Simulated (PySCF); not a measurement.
# From computed data to an observable: oscillator strength and radiative lifetime

H₂O₂S₂, SMILES OSSO.

The structure is a stationary point at B3LYP-D3(BJ)/def2-SVP. The values are those of a single conformer.

TDDFT-M06-2X/def2-SVPD (PySCF) puts the first singlet state with f over 0.02 at 6.37 eV (vertical), with the transition dipole (0.525, -0.167, 0.000) in atomic units.

Question: Find the oscillator strength, the wavelength and the radiative lifetime that this transition would have in vacuum if emission retraced absorption.

Answer: 
|μ|² = 0.3035 au, so |μ| = 1.40 D. ΔE = 6.37/27.211 = 0.2341 hartree. f = (2/3) ΔE |μ|² = 0.047 (the program prints 0.047).
λ = 1239.84/6.37 = 195 nm; ν = 51377 cm⁻¹.
Einstein's coefficient A = 0.6670 ν² f s⁻¹ (ν in cm⁻¹) = 8.3e7 s⁻¹, so τ = 1/A = 12 ns. This state is S8; the lower singlets have f = 0.003, 0.004, 0.003, 0.003, 0.004, 0.005, 0.004. The figure is the radiative limit of this one transition; relaxation, internal conversion, crossing to triplets and a medium change what is measured.
